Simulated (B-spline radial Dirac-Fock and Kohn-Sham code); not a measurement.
## X-ray form factors of magnesium in several charge states

These are calculated numbers from a radial B-spline solver; the model is Dirac-Fock densities.

Configurations: Mg [Ne] 3s2; Mg⁺ [Ne] 3s1; Mg²⁺ [He] 2s2 2p6; Mg⁴⁺ [He] 2s2 2p4. The first column is f₀ of Mg, the others are differences from it.

```
s (Å⁻¹)      Mg   Δ Mg⁺  Δ Mg²⁺  Δ Mg⁴⁺
      0  12.000  -1.000  -2.000  -4.000
   0.05  11.507  -0.751  -1.593  -3.559
    0.1  10.472  -0.312  -0.810  -2.678
   0.15   9.502  -0.049  -0.237  -1.953
    0.2   8.735  +0.030  +0.016  -1.512
   0.25   8.078  +0.034  +0.078  -1.240
    0.3   7.447  +0.021  +0.067  -1.039
   0.35   6.817  +0.010  +0.039  -0.863
    0.4   6.195  +0.003  +0.015  -0.703
   0.45   5.595  -0.001   0.000  -0.558
    0.5   5.034  -0.003  -0.009  -0.433
    0.6   4.059  -0.004  -0.012  -0.243
    0.7   3.297  -0.003  -0.009  -0.126
    0.8   2.728  -0.001  -0.005  -0.060
    0.9   2.316   0.000  -0.001  -0.026
      1   2.022   0.000  +0.001  -0.009
    1.1   1.812  +0.001  +0.002  -0.001
    1.2   1.660  +0.001  +0.002  +0.003
    1.4   1.459   0.000  +0.001  +0.006
    1.6   1.326   0.000   0.000  +0.007
```
